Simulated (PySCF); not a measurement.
Compound: C4H2F3PS.
SMILES with atom numbers: `[F:1][C:2]([F:3])([F:4])[c:5]1[p:6][cH:7][cH:8][s:9]1` (hydrogens: H10 on C7; H11 on C8)

Theory: TDDFT CAM-B3LYP/def2-SVPD, vertical, gas phase, core orbitals frozen in the response (PySCF). Geometry: GFN2-xTB; no solvent, vibrations or thermal averaging. Torsions of this conformer, `[F:1][C:2]([F:3])([F:4])[c:5]1[p:6][cH:7][cH:8][s:9]1`: F1–C2–C5–P6 120°.

Orbital energies (eV): HOMO-3 -12.24, HOMO-2 -9.98, HOMO-1 -9.36, HOMO -8.81, LUMO -1.19, LUMO+1 0.65, LUMO+2 0.69.

Computed singlets:

```tsv
state	E (eV)	f
S1	4.92	0.138
S2	5.10	0.051
S3	5.18	0.0076
S4	6.02	0.0002
S5	6.43	0.143
S6	6.56	0.0009
S7	7.02	0.0065
S8	7.03	0.104
```

Q: Assign a leading configuration to S1, S2, S3, S4, S5, S6, S7 and S8 and set E beside the orbital difference Δε.

A: 

```tsv
state	leading configuration	weight	Δε (eV)	E (eV)	E − Δε (eV)	f	other configurations
S1	HOMO→LUMO	0.93	7.62	4.92	-2.70	0.138	–
S2	HOMO-1→LUMO	0.91	8.16	5.10	-3.07	0.051	–
S3	HOMO-2→LUMO	0.99	8.79	5.18	-3.61	0.0076	–
S4	HOMO→LUMO+2	0.74	9.50	6.02	-3.48	0.0002	H→L+3 (13%)
S5	HOMO→LUMO+1	0.86	9.46	6.43	-3.04	0.143	–
S6	HOMO-1→LUMO+2	0.76	10.04	6.56	-3.48	0.0009	H-1→L+3 (12%)
S7	HOMO-2→LUMO+1	0.81	10.63	7.02	-3.61	0.0065	H→L+3 (8%)
S8	HOMO-1→LUMO+1	0.80	10.01	7.03	-2.97	0.104	H-2→L+2 (10%)
```

E − Δε runs from -3.61 to -2.70 eV. By orbital difference alone the order would be S1, S2, S3, S5, S4, S8, S6, S7.

Q: Which computed triplets share their leading configuration (75% or more) with a singlet, and how far apart are the partners?

A: 

```tsv
configuration	triplet	E(T) (eV)	singlet	E(S) (eV)	E(S) − E(T) (eV)
HOMO→LUMO	T1	2.96	S1	4.92	+1.96
HOMO-1→LUMO	T2	3.91	S2	5.10	+1.19
HOMO-2→LUMO	T3	4.33	S3	5.18	+0.85
```

The 3 triplets are Tamm–Dancoff values, the singlets full response.

Summed over the main configurations (up to three a state, each over 8%) of all 8 singlets, the electron leaves HOMO with weight 2.74, HOMO-1 with weight 2.58 and HOMO-2 with weight 1.90.
